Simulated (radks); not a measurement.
Species: Cd0.5+. Configuration: [Kr] 4d8 5s2 5p1.5 (fractional occupations, a model configuration).

All-electron calculation, Dirac Kohn-Sham, BLYP, spin-unpolarised, spherical densities, finite nucleus; open shells are shared between the two j in proportion to 2j + 1; Fermi nuclear charge, rms radius 4.6087 fm. Program: a radial shooting solver on a logarithmic mesh with Libxc functionals.

Energy parts (hartree):
total: -5595.34396
kinetic: 5867.64358
electron-nucleus: -13547.37989
Hartree: 2238.90846
exchange-correlation: -154.51611

Orbitals (lengths in bohr, moments of r in powers of bohr; r(90%) holds 90 % of the orbital's charge):
orbital,occ.,eigenvalue (hartree),<1/r>,r(90%),<r^2>,<r^4>,small-component weight
1s1/2,2,-974.9537,50.64,0.0546,0.001250,4.064e-06,3.10e-02
2s1/2,2,-145.2712,11.69,0.203,0.02037,0.0007160,6.51e-03
2p1/2,2,-135.3006,11.68,0.182,0.01520,0.0004646,6.53e-03
2p3/2,4,-128.2247,10.94,0.189,0.01651,0.0005389,6.25e-03
3s1/2,2,-27.59158,4.104,0.528,0.1468,0.03303,1.85e-03
3p1/2,2,-23.59608,4.012,0.527,0.1420,0.03247,1.79e-03
3p3/2,4,-22.33217,3.832,0.542,0.1509,0.03654,1.72e-03
3d3/2,4,-15.25813,3.672,0.526,0.1317,0.03239,1.60e-03
3d5/2,6,-15.00115,3.625,0.531,0.1344,0.03362,1.58e-03
4s1/2,2,-4.48970,1.596,1.26,0.8605,1.105,4.87e-04
4p1/2,2,-3.19578,1.480,1.36,0.9816,1.498,4.31e-04
4p3/2,4,-2.97452,1.423,1.41,1.045,1.699,4.09e-04
4d3/2,3.2,-0.97122,1.131,1.84,1.664,5.134,2.73e-04
4d5/2,4.8,-0.94193,1.116,1.87,1.705,5.409,2.68e-04
5s1/2,2,-0.48639,0.5254,3.63,6.894,74.87,6.90e-05
5p1/2,0.5,-0.25348,0.4141,4.68,11.06,205.5,4.27e-05
5p3/2,1,-0.23724,0.3972,4.86,11.93,238.9,3.95e-05

The highest occupied level is 5p3/2 at -6.456 eV. The density falls to 0.001 e/bohr^3 at r = 4.58 bohr. Summed over all electrons, <r^2> = 55.28 bohr^2, which gives a Langevin (diamagnetic) susceptibility term of -43.8 x 10^-6 cm^3/mol. The electron density at the nucleus is 1.596e+05 e/bohr^3.
